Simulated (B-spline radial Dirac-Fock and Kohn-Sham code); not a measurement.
## Neutral platinum: differential elastic cross section for electrons at 7.52 keV

Calculated with a radial atomic solver, using relativistic (Dirac) partial waves in the static field of the Dirac-Fock atom with Furness-McCarthy exchange, without polarisation or absorption potentials.

The run's input, task.json:

```json
{"items": [{
  "Z": 78,
  "q": 0,
  "cfg": [[1, 0, 2], [2, 0, 2], [2, 1, 6], [3, 0, 2], [3, 1, 6], [3, 2, 10], [4, 0, 2], [4, 1, 6], [4, 2, 10], [4, 3, 14], [5, 0, 2], [5, 1, 6], [5, 2, 9], [6, 0, 1]],
  "A": 195,
  "rrms": 5.427,
  "do": "elastic",
  "energies": [[7520.0, 0]],
  "theta": [5, 10, 15, 20, 25, 30, 35, 40, 45, 50, 55, 60, 65, 70, 75, 80, 85, 90, 95, 100, 105, 110, 115, 120, 125, 130, 135, 140, 145, 150, 155, 160, 165, 170, 175]
}]}
```

Run with: `python xray2_run.py task.json out`

| θ (°) | dσ/dΩ (a₀²/sr) | Sherman function |
| --- | --- | --- |
| 5 | 28.3 | 0.000 |
| 10 | 4.11 | 0.000 |
| 15 | 1.27 | 0.003 |
| 20 | 0.545 | 0.007 |
| 25 | 0.294 | 0.006 |
| 30 | 0.183 | -0.001 |
| 35 | 0.122 | -0.014 |
| 40 | 0.0858 | -0.029 |
| 45 | 0.0635 | -0.038 |
| 50 | 0.0489 | -0.036 |
| 55 | 0.0387 | -0.020 |
| 60 | 0.0313 | 0.010 |
| 65 | 0.0256 | 0.049 |
| 70 | 0.0211 | 0.091 |
| 75 | 0.0175 | 0.130 |
| 80 | 0.0146 | 0.159 |
| 85 | 0.0123 | 0.169 |
| 90 | 0.0105 | 0.154 |
| 95 | 0.00916 | 0.108 |
| 100 | 0.00834 | 0.034 |
| 105 | 0.00799 | -0.055 |
| 110 | 0.00808 | -0.139 |
| 115 | 0.00858 | -0.203 |
| 120 | 0.00945 | -0.237 |
| 125 | 0.0106 | -0.247 |
| 130 | 0.0121 | -0.238 |
| 135 | 0.0137 | -0.218 |
| 140 | 0.0154 | -0.193 |
| 145 | 0.0172 | -0.166 |
| 150 | 0.0189 | -0.139 |
| 155 | 0.0205 | -0.113 |
| 160 | 0.0219 | -0.088 |
| 165 | 0.0230 | -0.065 |
| 170 | 0.0239 | -0.043 |
| 175 | 0.0244 | -0.021 |

The total elastic cross section is 3.41 a₀², the first transport cross section 0.239 a₀² and the second, weighted with (3/2) sin²θ, 0.347 a₀². The mean deflection is ⟨1 − cos θ⟩ = 0.0701, and 2.2 % of the collisions scatter beyond 90°.

On this grid of angles the cross section has a minimum near 105°.
